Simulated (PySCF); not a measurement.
**Bonding in 1,1-dimethylcyclohexane**

1,1-dimethylcyclohexane, C₈H₁₆.
Atom-mapped SMILES: `[CH3:1][C:2]1([CH3:3])[CH2:4][CH2:5][CH2:6][CH2:7][CH2:8]1` (hydrogens: H9, H10, H11 on C1; H12, H13, H14 on C3; H15, H16 on C4; H17, H18 on C5; H19, H20 on C6; H21, H22 on C7; H23, H24 on C8)

Cartesian coordinates in Å at the PBE0-D3(BJ)/def2-SVP level; atoms count from 1:
```xyz
24
C8H16 angstrom
C     -1.9996   -0.5148   -0.9073
C     -0.7451   -0.1723   -0.1057
C     -1.1668    0.2334    1.3093
C      0.1792   -1.4032   -0.0642
C      1.5527   -1.1229    0.5363
C      2.2468    0.0276   -0.1839
C      1.3723    1.2766   -0.2029
C     -0.0003    0.9829   -0.7997
H     -2.5523   -1.3470   -0.4420
H     -1.7443   -0.8141   -1.9365
H     -2.6809    0.3492   -0.9673
H     -1.8379    1.1068    1.2797
H     -1.7083   -0.5883    1.8049
H     -0.3114    0.4967    1.9481
H     -0.3226   -2.2194    0.4835
H      0.3143   -1.7660   -1.0996
H      1.4533   -0.8784    1.6083
H      2.1721   -2.0335    0.4909
H      2.4605   -0.2770   -1.2250
H      3.2222    0.2443    0.2814
H      1.2619    1.6633    0.8252
H      1.8635    2.0799   -0.7759
H     -0.6312    1.8883   -0.7818
H      0.1275    0.7187   -1.8654
```

Bond orders from the PBE0/pcSseg-1 density (PySCF). Geometry: PBE0-D3(BJ)/def2-SVP, one conformer, isolated molecule.

How far do the computed orders between heavy atoms stray from the drawn ones?

The largest departure is 0.050, at C1–C2 (drawn single, 1.050).

Give the Mayer order of every bond between heavy atoms, beside its length.

| bond | drawn as | length (Å) | Mayer order |
| --- | --- | --- | --- |
| C1–C2 | single | 1.528 | 1.050 |
| C2–C3 | single | 1.531 | 0.996 |
| C2–C4 | single | 1.540 | 0.981 |
| C4–C5 | single | 1.525 | 1.040 |
| C5–C6 | single | 1.525 | 1.037 |
| C6–C7 | single | 1.525 | 1.037 |
| C7–C8 | single | 1.525 | 1.040 |
| C8–C2 | single | 1.540 | 0.982 |

Bonds between the same two heavy elements. C–C: lowest C2–C4 and C8–C2 (0.981, 1.540 Å), highest C1–C2 (1.050, 1.528 Å). Bonds named together lie within 0.004.

And the bonds to hydrogen?

C–H: 0.94 to 0.96 (16 bonds).

Sum the orders of all bonds at each heavy atom with more than one neighbour and set the sums beside the valence in the SMILES.

C1 3.931 (drawn 4), C2 4.009 (drawn 4), C3 3.879 (drawn 4), C4 3.915 (drawn 4), C5 3.974 (drawn 4), C6 3.973 (drawn 4), C7 3.974 (drawn 4), C8 3.916 (drawn 4). Orders between atoms that aren't bonded are not in these sums.

The Mayer order sums products of elements of PS (density times overlap matrix) between the two atoms' basis functions, so it depends on the basis set.

These values come from a run that also computed NMR shieldings. Hardware: one thread, Arm Neoverse V1, shared host. Cost: 60 s.
